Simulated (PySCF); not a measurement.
CH₆GaNO₂.

```xyz
11

Ga     0.1392     0.0896     0.3301
O      1.3784    -0.3292     1.5311
H      1.3971     0.2572     2.2929
O      0.1108    -0.9557    -1.1075
C     -0.7818    -0.7755    -2.1627
H     -0.6982     0.2213    -2.6402
H     -0.5727    -1.5254    -2.9447
H     -1.8411    -0.9081    -1.8639
N     -0.9957     1.4886     0.4802
H     -1.0968     2.0481     1.3166
H     -1.7564     1.6409    -0.1693
```

Geometry: PBE0-D3(BJ)/def2-SVP. The structure was generated by enumeration; whether it is a known compound was not checked. Other conformers were not sampled.

The numbers are results of HF/pcSseg-1 run with PySCF, not measurements. Non-relativistic, no solvent.

**Question.** Give the absolute GIAO shielding of each atom: isotropic value and principal components (ppm). (An estimate is asked for; the answer gives what the named calculation found.)

**Answer.** 
```
atom  σ(iso)     σ11     σ22     σ33   span
----  ------  ------  ------  ------  -----
Ga1   1628.5  1405.6  1673.0  1806.8  401.2
O2     343.2   336.0   344.0   349.6   13.6
H3      30.9    21.0    25.4    46.3   25.3
O4     358.2   288.7   392.3   393.4  104.7
C5     140.8   116.8   117.8   187.8   71.0
H6      28.3    23.8    26.1    35.1   11.3
H7      27.9    23.3    25.2    35.2   12.0
H8      28.3    23.8    26.0    35.2   11.3
N9     272.7   251.1   281.1   286.1   35.0
H10     31.3    22.7    26.2    45.0   22.3
H11     31.0    22.0    26.9    44.1   22.1
```
